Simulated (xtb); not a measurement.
C2H5BO3, SMILES CB(O)C(=O)O. All values are semi-empirical tight-binding results from xtb (GFN2-xTB unless named), good for trends rather than for accurate numbers. Coordinates come from a GFN2-xTB optimisation. The structure was generated by enumeration, and PubChem lists no compound with its InChIKey, so it may never have been made. The values are those of a single conformer.

Optimised geometry:

Bonded distances (Å): C1–B2 1.575, C1–H7 1.086, C1–H8 1.087, C1–H9 1.088, B2–O3 1.325, B2–C4 1.625, O3–H10 0.964, C4–O5 1.217, C4–O6 1.337, O6–H11 0.974. Angles (°): B2–C1–H7 112.3, B2–C1–H8 111.1, B2–C1–H9 110.6, H7–C1–H8 108.4, H7–C1–H9 108.0, H8–C1–H9 106.1, C1–B2–O3 122.5, C1–B2–C4 122.8, O3–B2–C4 114.7, B2–O3–H10 114.4, B2–C4–O5 121.0, B2–C4–O6 117.9, O5–C4–O6 121.0, C4–O6–H11 110.6.
Charge 0, spin multiplicity 1.

Estimate the properties. (An estimate is asked for; the answer gives what the named calculation found.)


| Property | Result |
|---|---|
| orbital gap | 3.36 eV |
| dipole moment | 0.98 D |
| zero-point energy | 48.7 kcal/mol |
| G − E(el) at 298.15 K (modified RRHO) | 28.9 kcal/mol |
| static polarisability (D4 model) | 50.1 bohr³ |
| solvation energy, GFN2-xTB/ALPB(water) | -9.3 kcal/mol |
| solvation energy, GFN2-xTB/ALPB(ch2cl2) | -6.8 kcal/mol |

Computed IR lines (harmonic; lines under 4 % of the strongest left out, lines within 3 cm⁻¹ merged):
ν (cm⁻¹): 416 (w), 689 (w), 717 (s), 763 (m), 867 (w), 873 (w), 943 (m), 1123 (vs), 1153 (m), 1255 (w), 1364 (s), 1384 (m), 1707 (vs), 3026 (w), 3061 (w), 3485 (w) (against the strongest line: vs over 80 %, s over 45 %, m over 15 %, w over 4 %, vw less)

Computed atomic charges and the Wiberg bond orders between heavy atoms:
charges (e) C1 -0.20, B2 0.32, O3 -0.40, C4 0.26, O5 -0.43, O6 -0.37, H7 0.05, H8 0.06, H9 0.06, H10 0.32, H11 0.32. Bond orders C1–B2 1.03, B2–O3 1.36, B2–C4 0.88, C4–O5 1.75, C4–O6 1.16.
